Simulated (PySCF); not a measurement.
**A ladder of Hamiltonians for Al¹¹⁺ (aluminium, charge +11)**

Occupied: 1s1/2. Hartree-Fock calculated with PySCF 2.14 in an even-tempered Gaussian basis (16 s from 0.53 bohr⁻², ratio 2.7; 10 p from 0.63 bohr⁻², ratio 2.7), Gaussian nucleus throughout. NR is non-relativistic, sf-X2C the spin-free one-electron X2C Hamiltonian, X2C adds the bare one-electron spin-orbit term, X2C-SNSO screens it by Boettger's factors, DC is four-component Dirac-Coulomb, and the Gaunt and Breit terms are added at first order (total energies over the DC spinors, levels after relaxing the spinors in that mean field). QED terms are absent. Levels marked empty are virtual spinors of this ion.

```tsv
Hamiltonian	E (hartree)	E − E(DC) (hartree)	CPU seconds
NR	-160.9851	0.3557	0.21
sf-X2C	-161.3272	0.0136	0.11
X2C	-161.3272	0.0136	0.11
X2C-SNSO	-161.3272	0.0136	0.11
DC	-161.3408	0.0000	1.7
DC+Gaunt	-161.3135	0.0272	3.1
DC+Breit	-161.3135	0.0272	28
```

Problem. Give the 2p spin-orbit interval with each Hamiltonian that has one.

Solution. X2C 0.8856; X2C-SNSO 0.8173; DC 0.7715; DC+Gaunt 0.7125; DC+Breit 0.7125 (eV).

```tsv
level (eV)	NR	sf-X2C	X2C	X2C-SNSO	DC	DC+Gaunt	DC+Breit
1s1/2	-2082.8	-2086.9	-2086.9	-2086.9	-2087.3	-2086.6	-2086.6
2s1/2 (empty)	-440.79	-441.89	-441.89	-441.89	-441.91	-441.85	-441.86
2p1/2 (empty)	-419.04	-419.44	-420.03	-419.99	-419.96	-419.83	-419.86
2p3/2 (empty)	-419.04	-419.44	-419.15	-419.17	-419.19	-419.12	-419.14
3s1/2 (empty)	-190.57	-190.94	-190.94	-190.94	-190.95	-190.93	-190.93
```

Weight of the small component: 1s1/2 0.00215, 2s1/2 0.000438, 2p1/2 0.000428, 2p3/2 0.000427, 3s1/2 0.000188.

Koopmans' value for the highest occupied level at DC+Breit: 2086.6 eV, against an ionisation energy of 2086.0 eV (theoretical estimate listed by NIST; NIST Atomic Spectra Database, ionization energies); the former lacks relaxation, correlation, QED and recoil.

The whole ladder took 34 s of wall time on 1 thread of Neoverse-N1 (shared host), launched as `OMP_NUM_THREADS=1 python relrun2.py TASK.json OUT` (a driver that calls PySCF for each Hamiltonian).

Dirac-Coulomb iterations, started from the X2C spinors:

```
with_ssss True, with_gaunt False, with_breit False
light speed = 137.03599967994
init E= -161.315889067782
cycle= 1 E= -161.340750748923  delta_E= -0.0249  |g|= 0.0199  |ddm|= 0.00301
cycle= 2 E= -161.340750958968  delta_E= -2.1e-07  |g|= 9.91e-05  |ddm|= 4.94e-05
cycle= 3 E= -161.340750958993  delta_E= -2.5e-11  |g|= 1.18e-06  |ddm|= 1.56e-06
```
